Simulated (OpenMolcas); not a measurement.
La II: effect of the basis set

* Program: OpenMolcas 26.06
* Method: CASSCF
* Active space: 2 electrons in 6 orbitals (5d 6s)
* State averaging: 2S+1 = 3 even, 15 roots; 2S+1 = 1 even, 21 roots kept (CI in the orbitals of an earlier block)
* Spin-orbit coupling: state interaction with AMFI integrals over the reference wave functions, term energies averaged over their components

A. ANO-R1 [7s5p4d1f], X2C, finite nucleus; cost roughly 8 core-seconds
B. ANO-RCC-VDZP [7s6p4d2f1g], DKH2, point nucleus; cost roughly 17 core-seconds
C. ANO-R2 [8s6p5d2f1g], X2C, finite nucleus; cost roughly 9 core-seconds
D. ANO-RCC-VTZP [8s7p5d3f2g1h], DKH2, point nucleus; cost about 16 core-seconds
E. ANO-R3 [9s7p7d3f2g1h], X2C, finite nucleus; cost roughly 22 core-seconds
F. ANO-RCC-VQZP [9s8p6d4f3g2h], DKH2, point nucleus; cost about 30 core-seconds

Energies in cm-1 above 5d2 3F2, the measured ground level; measured values from NIST Handbook of Basic Atomic Spectroscopic Data.

```csv
Level,A,B,C,D,E,F,Measured
5d2 3F2,0.0,0.0,0.0,0.0,0.0,0.0,0.0
5d2 3F3,1037,1082,1070,1038,1079,1057,1016
5d2 1D2 [58 %],1943,1595,1637,1640,1661,1663,
5d2 3F4,2064,2114,2099,2049,2122,2083,1971
5d 6s 3D1,2476,1693,1832,1818,1829,1863,1895
5d 6s 3D2 [71 %],3137,2467,2570,2555,2593,2602,2592
5d 6s 3D3,3805,3029,3161,3123,3177,3187,3250
5d2 3P0,7234,7056,7299,7478,7449,7467,5250
5d2 3P1,7679,7655,7845,7966,7967,7975,5718
5d2 3P2,8230,8204,8391,8497,8517,8516,6227
5d2 1G4,10153,10101,10382,10574,10567,10582,7473
6s2 1S0,10848,8647,9109,9584,9510,9496,7395
5d 6s 1D2,14675,14585,14940,14857,14923,15002,
5d2 1S0,27235,26933,27676,28065,28007,28122,
```

Deviations, from unrounded energies. A percentage is the sum of absolute deviations over the sum of measured energies, with the sign that they share, or ± where signs differ.

| Against measurement | Levels | A | B | C | D | E | F |
| --- | --- | --- | --- | --- | --- | --- | --- |
| mean absolute deviation (cm-1) | 10 | 1400 | 1000 | 1100 | 1200 | 1200 | 1200 |
| fine structure of the ground term (%) | 2 | +3.8 | +7.0 | +6.1 | +3.3 | +7.2 | +5.1 |
| other terms of the ground configuration (%) | 4 | +35.0 | +33.8 | +37.5 | +39.9 | +39.9 | +40.0 |
| other configurations (%) | 4 | +33.9 | ±11.9 | ±12.5 | ±16.1 | ±14.9 | ±14.6 |

B lies closest to measurement on these levels and A furthest from it. The largest miss of B in the table is 5d2 1G4, by +2600 cm-1. The ranking rests on the paired levels alone, and a cruder setting can come out closer through cancelling errors.

Among A to F the level of the table that moves most is 6s2 1S0, by 2200 cm-1 (lowest in B, highest in A).

Without dynamic correlation excited terms often stand tens of per cent too high (terms of higher spin than the ground term too low), and those without a measured partner can miss by more than the paired ones. Terms from blocks run as CI alone lack orbitals of their own. Configurations are named by rounded mean occupations; where the s occupation lies near a half they are strongly mixed, a name can repeat and a true partner stay unpaired. A single d shell beside an s shell can misplace configurations of different d count against each other. Some levels mix across a computed gap that differs much from the measured one, so their mixing is not that of the real levels (holds for B). Computed and measured levels are paired by configuration, term and J; levels that our copy of the source lacks, or whose pairing is in doubt (as where it misses far off the trend of its configuration), stay unpaired and out of the deviations. Levels of configurations outside the active space are missing.

A share in square brackets marks a mixed level and gives the weight of the term that names it, the lowest over the columns.
